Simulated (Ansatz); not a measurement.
## Worked example: C2H4Cl2Si + CBrCl2 → C2H4ClSi + CBrCl3

Species: C2H4Cl2Si `C=C[SiH](Cl)Cl`, singlet; CBrCl2 `Cl[C](Cl)Br`, doublet; C2H4ClSi `C=C[SiH]Cl`, doublet; CBrCl3 `ClC(Cl)(Cl)Br`, singlet. A radical takes Cl: the energy is the difference in strength between the Si–Cl bond broken and the C–Cl bond made.

Shapes, held fixed at every level: PBE0-D4/def2-TZVP. Flexible molecules stand in one conformer, not always the lowest. Programs: Ansatz 0.2.0. The zero-point and thermal change to 298 K, harmonic and unscaled (PBE0-D4/def2-TZVP), is -2.7 kJ/mol.

At CCSD(T)/def2-TZVPP; 1 Eh = 2625.50 kJ/mol:

```
  species   energy (Eh)
C2H4Cl2Si  -1287.070148
   CBrCl2  -3530.123351
 C2H4ClSi   -827.229722
   CBrCl3  -3989.893192
```

Q: Work out ΔH(298 K) of the reaction at this level.

A: 
1. Products less reactants: (-827.229722) + (-3989.893192) − [(-1287.070148) + (-3530.123351)] = 0.070585 Eh = +185.3 kJ/mol.
2. With the thermal change: +185.3 + (-2.7) = +182.6 kJ/mol.

Other levels give +160.7 (SPW92/def2-TZVPP) to +215.7 kJ/mol (HF/def2-SVP). No measured value is set beside it here. Spin contamination: C2H4ClSi (⟨S²⟩ up to 0.87). Open shells run unrestricted unless RO is named. Relativity is left out for Br unless named. Correlated rows may include outer-core shells of Br, which these sets cover unevenly.
